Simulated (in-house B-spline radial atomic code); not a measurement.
The numbers below are computed, except where a source is named.
**How size changes two electrons in a hard-walled InAs dot with a double donor at its centre**

For InAs the NSM archive of the Ioffe Institute lists m* = 0.023 m0 and ε = 15.15. Real donors also feel a central-cell potential, which shifts the ground state; some double donors stay shallow and helium-like, others are deep centres that this model can't describe. In so narrow a gap the band flattens within tens of meV, so real spacings are smaller, by up to some tenths.

Effective-mass model with parabolic bands, a uniform dielectric constant, no image charges, no central-cell or spin-orbit terms. Two-electron levels come from full CI in B-splines with partial waves to l = 5 (up to 0.001 effective hartree above the limit).

Ha* = 2.727 meV, a* = 34.86 nm.

| R (nm) | s-p spacing (meV) | J_ss (meV) | charging energy, CI (meV) | gap to the lowest triplet, CI (meV) | leading natural occupation |
| --- | --- | --- | --- | --- | --- |
| 21.5 | 43.2 | 8.59 | 8.4 | 40.6 | 1.998 |
| 25.5 | 31.9 | 7.41 | 7.21 | 29.7 | 1.997 |
| 39 | 15.4 | 5.23 | 5.01 | 13.8 | 1.995 |
| 50.5 | 10.4 | 4.38 | 4.14 | 8.95 | 1.993 |
| 63.1 | 7.69 | 3.89 | 3.62 | 6.37 | 1.991 |
| 91.7 | 5.28 | 3.48 | 3.13 | 3.92 | 1.987 |
| 220 | 4.1 | 3.41 | 2.99 | 2.11 | 1.984 |
| 425 | 4.09 | 3.41 | 2.99 | 1.99 | 1.984 |
| 485 | 4.09 | 3.41 | 2.99 | 1.99 | 1.984 |

(1) With what end-to-end powers of R do the columns change between the first and last rows?

(2) Where does repulsion overtake the orbital spacing, and what happens to the ratio of triplet gap to spacing?

Results:

(1) Spacing -0.76, J_ss -0.30, charging energy -0.33, triplet gap -0.97. In large dots the donor takes over: the spacing tends to 3/2 Ha* = 4.09 meV and the triplet gap to that of a helium-like centre, 0.7285 Ha* = 1.99 meV.

(2) J_ss stays below the spacing in all rows. The ratio goes from 0.94 to 0.49, while the leading occupation goes from 1.998 to 1.984. The lowest triplet changes from sp to ss between 91.7 and 220 nm.
